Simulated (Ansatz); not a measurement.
Reaction (formal exchange of groups at the Al–C bond): `CN(C)[CH2][AlH2]` + `CBOC` → `CO[B](C)[AlH2]` + `CN(C)C`

Isolated molecules relaxed with PBE0-D4/def2-TZVP in Ansatz; ΔE leaves out vibrations. CCSD(T)/CBS is the MP2 limit (def2-TZVPP, def2-QZVPP) plus CCSD(T) − MP2 in def2-TZVPP, frozen cores. Functionals use def2-TZVPP. B3LYP here is the variant with VWN-RPA as its local correlation; programs differ in this. One conformer a species, not always the lowest.

| level | ΔE (kJ/mol) | difference from CCSD(T)/CBS |
| --- | --- | --- |
| PBE-D4 | 18.9 | -9.6 |
| r2SCAN-D4 | 26.1 | -2.4 |
| PBE0-D4 | 21.7 | -6.8 |
| B3LYP-D4 | 27.1 | -1.4 |
| ωB97X-V | 27.4 | -1.1 |
| ωB97M-V | 32.5 | 4.0 |
| B2PLYP | 29.5 | 1.0 |
| PBE | 18.4 | -10.1 |
| r2SCAN | 25.9 | -2.6 |
| PBE0 | 21.2 | -7.3 |
| B3LYP | 26.3 | -2.2 |
| HF/def2-TZVPP | 28.9 | 0.4 |
| MP2/def2-TZVPP | 34.5 | 6.0 |
| SCS-MP2/def2-TZVPP | 32.3 | 3.8 |
| CCSD/def2-TZVPP | 27.7 | -0.8 |
| CCSD(T)/def2-TZVPP | 27.3 | -1.2 |
| HF/def2-QZVPP | 29.4 | 0.9 |
| MP2/def2-QZVPP | 35.4 | 6.9 |
| SCS-MP2/def2-QZVPP | 33.2 | 4.7 |
| HF/CBS(def2) | 29.4 | 0.9 |
| MP2/CBS(def2) | 35.7 | 7.2 |
| CCSD/CBS(def2) | 29.0 | 0.5 |
| CCSD(T)/CBS | 28.5 | 0 |

Largest T1 diagnostic among the species: 0.013.
